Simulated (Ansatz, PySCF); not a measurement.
Reaction (SMILES): O[SiH3] -> [O-][SiH3] + H+
Structures are relaxed separately at B3LYP-D3(BJ)/def2-TZVP in Ansatz (a quantum-chemistry and plane-wave program). Frequencies are from Ansatz or PySCF.
Geometry of the first species:
```
Si
O 1 1.6528
H 2 0.9599 1 118.61
H 1 1.4758 2 105.81 3 180.00
H 1 1.4842 4 109.91 2 -120.66
H 1 1.4842 4 109.91 5 -118.67
```
Charge 0, spin multiplicity 1.

Property: gas-phase deprotonation energy (enthalpy at 298 K, with B3LYP-D3(BJ) rigid-rotor harmonic-oscillator terms), in eV. Cores are frozen in the correlated levels unless marked. Spin-orbit coupling is left out. No relativistic terms. Anions need diffuse functions: aug- sets have them; def2-D sets add few; the other sets have none. CBS marks a two-point X^-3 extrapolation of the correlation energy; Hartree-Fock from the larger set.

| level | program | gas-phase deprotonation energy (eV) | minus last row |
|---|---|---|---|
| BLYP-D3(BJ)/def2-TZVPD | Ansatz + dftd3 | 15.27 | -0.20 |
| revPBE/def2-TZVPD | Ansatz | 15.34 | -0.13 |
| r2SCAN-D3(BJ)/def2-TZVPD | Ansatz + dftd3 | 15.40 | -0.07 |
| PBE0/def2-QZVPP | Ansatz | 15.54 | 0.07 |
| CAM-B3LYP/def2-TZVPD | Ansatz | 15.40 | -0.07 |
| MP2/STO-3G | Ansatz | 22.11 | 6.64 |
| MP2/aug-cc-pV(T+d)Z | Ansatz | 15.36 | -0.11 |
| CCSD/aug-cc-pV(T+d)Z | Ansatz | 15.58 | 0.11 |
| CCSD(T)/def2-QZVPP | Ansatz | 15.55 | 0.08 |
| CCSD(T)/CBS(aug-cc-pV(T+d)Z,aug-cc-pV(Q+d)Z) | Ansatz | 15.47 | 0.00 |
